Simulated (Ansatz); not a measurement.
Ansatz results at the PBE0-D4/def2-TZVP geometry: HOMO–LUMO gap (PBE/def2-TZVPP) 3.48 eV; LUMO energy (PBE/def2-TZVPP) -3.76 eV; HOMO energy (B3LYP/def2-TZVPP) -8.31 eV.

Each molecule was computed in one conformer, which needn't be the lowest.

(1) Which molecule gave them?
A. `N=C([SiH3])O[SiH3]`
B. `F[SiH]1C[SiH2][SiH2]1`
C. `OBB(F)[SiH3]`
D. `B[SiH2]OBF`

Answers

(1) D. The others give `OBB(F)[SiH3]`: 3.31, -2.62, -7.04; `N=C([SiH3])O[SiH3]`: 4.91, -1.64, -7.72; `F[SiH]1C[SiH2][SiH2]1`: 4.53, -1.77, -7.15.

B3LYP here is the variant with VWN-RPA as its local correlation; programs differ in this.
